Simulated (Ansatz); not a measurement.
`O=C[SiH2]Cl` + `[CH3][GaH][NH2]` → `[NH2][GaH][SiH2]C=O` + `CCl`  (formal exchange of groups at the Si–Cl bond)

Isolated molecules relaxed with PBE0-D4/def2-TZVP in Ansatz; ΔE leaves out vibrations. CCSD(T)/CBS is the MP2 limit (def2-TZVPP, def2-QZVPP) plus CCSD(T) − MP2 in def2-TZVPP, frozen cores. This one scheme is used for every species. Functionals use def2-TZVPP. For Ga outer-core shells are correlated without core-valence functions, which leaves a few kJ/mol of doubt a bond. Scalar relativity is left out up to krypton. Each species was taken in one conformer, which may not be the lowest.

`O=C[SiH2]Cl`:

Cartesian coordinates in Å:
```
O 1.263 1.628 0.270
C 0.912 0.650 -0.338
Si -0.601 -0.351 0.304
Cl -0.943 -1.936 -0.954
H 1.454 0.330 -1.257
H -0.297 -0.856 1.661
H -1.788 0.534 0.315
```

`[CH3][GaH][NH2]`:

Z-matrix (Å, degrees):
```
C
Ga 1 1.962
H 1 1.093 2 110.5
H 1 1.093 2 110.4 3 118.4
H 1 1.091 2 111.7 3 -120.8
N 2 1.819 1 118.1 3 121.0
H 2 1.566 1 126.4 3 -59.0
H 6 1.006 2 124.0 1 -180.0
H 6 1.006 2 124.3 1 -0.0
```

`[NH2][GaH][SiH2]C=O`:

Cartesian coordinates in Å:
```
N 0.439 2.185 -1.042
Ga 0.455 0.384 -1.262
Si -0.926 -0.875 0.260
C 0.205 -1.520 1.683
O 0.749 -2.594 1.660
H -0.135 2.667 -0.372
H 0.980 2.824 -1.600
H 1.388 -0.179 -2.383
H -1.963 -0.006 0.886
H -1.572 -2.049 -0.380
H 0.380 -0.835 2.549
```

`CCl`:

Z-matrix (Å, degrees):
```
C
Cl 1 1.773
H 1 1.088 2 108.6
H 1 1.087 2 108.7 3 -120.0
H 1 1.088 2 108.7 3 120.0
```

```csv
level,ΔE (kJ/mol)
PBE0-D4,118.6
B2PLYP,130.7
HF/def2-TZVPP,139.2
CCSD/def2-TZVPP,133.3
CCSD(T)/def2-TZVPP,130.9
MP2/def2-QZVPP,144.6
SCS-MP2/def2-QZVPP,140.7
CCSD/CBS(def2),135.9
```

What does CCSD(T)/CBS give? (An estimate is asked.)

Ansatz gave: +133.5 kJ/mol. The listed levels differ from it by -14.9, -2.8, 5.7, -0.2, -2.6, 11.1, 7.2, 2.4 kJ/mol.

Largest T1 diagnostic among the species: 0.016.

From PBE to PBE0 (25 % exact exchange), in def2-TZVPP and without D4, ΔE moves by +9.2 kJ/mol.
